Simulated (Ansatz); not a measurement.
`F[Si](Cl)(Cl)O[SiH3]` → `O[Si](F)(Cl)Cl` + `[SiH2]` at 600 K and 1 bar (silylene loss).

Calculated with Ansatz (gas phase, PBE0-D4/def2-TZVP geometries, no zero-point term in ΔE). CBS: MP2 limit from def2 TZ/QZ plus the TZ coupled-cluster correction, frozen cores. This one scheme is used for every species. Each species was taken in one conformer, which may not be the lowest.

| species | CCSD(T)/CBS energy (Eh) | H − E (kJ/mol) | S (J/(mol·K)) |
| --- | --- | --- | --- |
| `F[Si](Cl)(Cl)O[SiH3]` | -1674.75713 | 167.3 | 516.1 |
| `O[Si](F)(Cl)Cl` | -1384.43664 | 106.2 | 413.2 |
| `[SiH2]` | -290.19011 | 52.1 | 233.9 |

H − E and S are ideal-gas, rigid-rotor, harmonic terms from PBE0-D4/def2-TZVP, for one conformer and one mirror image of each species. 1 Eh = 2625.50 kJ/mol, R = 8.31446 J/(mol·K).

By hand: ΔE, ΔH, ΔS and ΔG.

ΔE = (-1384.43664) + (-290.19011) − (-1674.75713) = 0.13038 Eh = 342.3 kJ/mol. Δ(H − E) = 106.2 + 52.1 − 167.3 = -9.0, so ΔH = 333.3 kJ/mol. ΔS = 413.2 + 233.9 − 516.1 = 131.0 J/(mol·K). ΔG = 333.3 − 600 × (131.0)/1000 = 254.7 kJ/mol.

By hand: the equilibrium constant, and the temperature at which ΔG would vanish if ΔH and ΔS stayed fixed.

log₁₀ K = −ΔG/(RT ln 10) = -22.2. ΔG = 0 at ΔH/ΔS = 2544 K, far beyond where these terms or the molecules hold.

The number of gas molecules changes by +1, which sets the sign of ΔS. A doubt of 5 kJ/mol in ΔE shifts log₁₀ K by 0.4 here. Other conformers and mirror images would add mixing entropy, several J/(mol·K) or more a flexible species. Modes under 60 cm⁻¹, often nearly free rotors, make the harmonic entropy too high. These are equilibria of isolated gas molecules and say nothing of rates. Largest T1 diagnostic: 0.014 (customary marks: 0.02 for closed shells, 0.045 for open ones).
